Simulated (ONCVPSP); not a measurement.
## bismuth (Bi), ONCV: configuration errors across variants

ONCVPSP 4.0.1 input, shortened (lines: element, Z, core and valence counts, functional; n l f; lmax; l rc ep ncon nbas qcut; lloc lpopt rc5 dvloc0; l nproj debl; icmod fcfact rcfact), PBE, scalar-relativistic:

```
  Bi 83.00   12    3        4      upf
    1    0    2.00
    2    0    2.00
    2    1    6.00
    3    0    2.00
    3    1    6.00
    3    2   10.00
    4    0    2.00
    4    1    6.00
    4    2   10.00
    4    3   14.00
    5    0    2.00
    5    1    6.00
    5    2   10.00
    6    0    2.00
    6    1    2.00
    3
    0    1.85    0.00    4    8    3.10
    1    1.85    0.00    4    8    5.20
    2    1.40    0.00    4    9    9.30
    3    1.60    0.44    4    8    6.50
    4    5    1.40    0.00
    0    2    1.40
    1    2    1.30
    2    2    2.90
    3    2    4.00
    0    0.00    0.00
```

All-electron excitation energies from the reference (eV): (1) 5d10 6s2 6p3 -7.913; (2) 5d10 6s2 6p1 15.247; (3) 5d10 6s2 6p0 38.590; (4) 5d9 6s2 6p4 16.294.

4 further variants failed, have other tests or too few solved ones, and are left out.

A true bound ghost makes a file unfit for plane-wave use even where its test errors are small: the radial tests pick states by their node count and pass the ghost by.

Errors AE − PS in meV (a dash: test not solved or not reliable):

| change | (1) | (2) | (3) | (4) | bound ghosts | GHOST(+) flags above zero |
| --- | --- | --- | --- | --- | --- | --- |
| base | +4.9 | -5.3 | -12 | -51 | s, p | f |
| all radii scaled by about 1.07 (s 1.98, p 1.98, d 1.50, f 1.72 bohr); local potential polynomial inside 1.50 bohr (lpopt 5, dvloc0 0 Ha) | +3.6 | -6.7 | -12 | -196 | s, p | p |
| all radii scaled by about 1.15 (s 2.12, p 2.12, d 1.60, f 1.84 bohr); local potential polynomial inside 1.60 bohr (lpopt 5, dvloc0 0 Ha) | +2.6 | -8.4 | -18 | – | s, p | none |
| all radii scaled by about 1.21 (s 2.24, p 2.24, d 1.70, f 1.94 bohr); local potential polynomial inside 1.70 bohr (lpopt 5, dvloc0 0 Ha) | +3.5 | -6.7 | -10 | -199 | s | p |
| all radii scaled by about 1.33 (s 2.46, p 2.46, d 1.86, f 2.12 bohr); local potential polynomial inside 1.86 bohr (lpopt 5, dvloc0 0 Ha) | +3.4 | -6.4 | -6.7 | -199 | none | s, p |

(1) Give the same row for: all radii scaled by about 1.25 (s 2.32, p 2.32, d 1.76, f 2.00 bohr); local potential polynomial inside 1.76 bohr (lpopt 5, dvloc0 0 Ha).

Results:

(1) +3.4, -6.7, -9.4, -202; bound ghosts: none; GHOST(+) flags above zero: s, p.
